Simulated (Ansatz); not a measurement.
Calculated with Ansatz (gas phase, PBE0-D4/def2-TZVP geometries, no zero-point term in ΔE). CBS: MP2 limit from def2 TZ/QZ plus the TZ coupled-cluster correction, frozen cores. DFT in def2-TZVPP. B3LYP here is the variant with VWN-RPA as its local correlation; programs differ in this. Each species was taken in one conformer, which may not be the lowest.

Reaction (substitution at a C–C bond): `CCCCCC(C)(C)C` + `[OH][Al]([F])[O][SiH3]` → `C[O][Al]([F])[O][SiH3]` + `CCCCC(C)(C)C`

`CCCCCC(C)(C)C`:

```xyz
29

C    -1.947   -1.191    2.375
C    -2.566   -0.859    1.028
C    -2.231    0.541    0.523
C    -0.744    0.837    0.358
C    -0.051   -0.084   -0.633
C     1.432    0.199   -0.917
C     1.618    1.589   -1.520
C     2.257    0.082    0.361
C     1.924   -0.843   -1.920
H    -0.855   -1.210    2.327
H    -2.229   -0.452    3.132
H    -2.275   -2.171    2.731
H    -3.655   -0.948    1.100
H    -2.256   -1.605    0.289
H    -2.660    1.276    1.215
H    -2.734    0.699   -0.439
H    -0.639    1.877    0.032
H    -0.251    0.777    1.333
H    -0.595   -0.049   -1.587
H    -0.130   -1.119   -0.282
H     2.664    1.752   -1.794
H     1.013    1.708   -2.425
H     1.335    2.377   -0.820
H     2.122   -0.898    0.828
H     3.322    0.204    0.144
H     1.982    0.845    1.093
H     1.356   -0.787   -2.853
H     1.813   -1.855   -1.520
H     2.980   -0.690   -2.159
```

`[OH][Al]([F])[O][SiH3]`:

```xyz
9

O    -1.781   -1.368   -1.687
Al   -0.256   -0.768   -1.320
F     0.938   -1.035   -2.410
O     0.077    0.071    0.085
Si    0.738    0.897    1.320
H    -2.535   -1.261   -1.111
H     1.982    0.226    1.783
H     1.064    2.282    0.891
H    -0.227    0.956    2.449
```

`C[O][Al]([F])[O][SiH3]`:

```xyz
12

C    -1.461   -1.611    1.170
O    -0.385   -0.914    1.733
Al    0.720    0.197    1.159
F     1.844    0.770    2.203
O     0.709    0.728   -0.423
Si    0.918    1.408   -1.885
H    -2.382   -1.372    1.712
H    -1.290   -2.688    1.251
H    -1.614   -1.367    0.112
H     2.149    0.872   -2.524
H    -0.249    1.095   -2.751
H     1.040    2.883   -1.756
```

`CCCCC(C)(C)C`:

Z-matrix (Å, degrees):
```
C
C 1 1.519
H 1 1.094 2 111.1
H 1 1.093 2 111.7 3 120.2
H 1 1.094 2 111.1 3 -119.6
C 2 1.521 1 113.0 3 59.8
H 2 1.096 1 109.7 3 -178.1
H 2 1.096 1 109.7 3 -62.2
C 6 1.520 2 112.5 1 -180.0
H 6 1.096 2 108.8 1 57.7
H 6 1.096 2 108.8 1 -57.6
C 9 1.535 6 117.0 2 179.9
H 9 1.098 6 108.7 2 -57.4
H 9 1.098 6 108.7 2 57.3
C 12 1.527 9 110.8 6 -61.0
C 12 1.527 9 110.8 6 60.8
C 12 1.527 9 107.9 6 179.9
H 15 1.094 12 110.6 9 -175.6
H 15 1.092 12 111.8 9 64.7
H 15 1.094 12 111.0 9 -56.0
H 16 1.092 12 111.8 9 -64.8
H 16 1.094 12 110.6 9 175.5
H 16 1.094 12 111.0 9 55.9
H 17 1.094 12 111.0 9 -60.0
H 17 1.094 12 111.0 9 179.9
H 17 1.094 12 111.0 9 59.9
```

```tsv
level	ΔE (kJ/mol)
PBE-D4	53.3
r2SCAN-D4	53.7
B3LYP-D4	48.5
PBE	49.0
PBE0	51.0
B3LYP	42.1
CCSD/def2-TZVPP	55.9
HF/CBS(def2)	36.3
```

**Question.** What does CCSD(T)/CBS give? (Best estimate.)

**Answer.** The calculation gave: +59.7 kJ/mol. The listed levels differ from it by -6.4, -6.0, -11.2, -10.7, -8.7, -17.6, -3.8, -23.4 kJ/mol.

Largest T1 diagnostic among the species: 0.012.

The D4 term adds +6.5 kJ/mol with B3LYP and +3.8 kJ/mol with PBE0; it sums over pairs of atoms, weighted by their polarisabilities, and B3LYP, whose exchange is more repulsive, gets the larger term. In def2-TZVPP, CCSD(T) changes the Hartree–Fock value by +21.2 kJ/mol (the triples alone add +2.2 kJ/mol) and MP2 by +27.7 kJ/mol.
